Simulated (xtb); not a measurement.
xtb input:

```bash
xtb mol.xyz --gfn 1 --sp --chrg 1 --uhf 0
```
mol.xyz:
```
12

C      1.96980224    -0.23372277     0.06472210
Ge     0.08641365     0.12558547     0.11976467
O     -0.71379875    -1.26554231    -1.11623415
O     -0.45799524     1.52810602    -0.74710800
O     -0.98626021    -0.30509347     1.42782877
H      2.32813127    -0.02882381    -0.94318601
H      2.47155159     0.42927592     0.76894854
H      2.15360493    -1.27268786     0.33068137
H     -1.42306238    -1.80249233    -0.72427934
H     -1.27571292     1.93947044    -0.43553513
H     -0.59651159    -0.55526528     2.27506857
H     -0.97761757    -0.98563725    -2.00839327
```

**Question.** Which total energy does the run end on?

**Answer.** -21.22741 Eh (GFN1-xTB).

It need not be the lowest isomer of its formula.
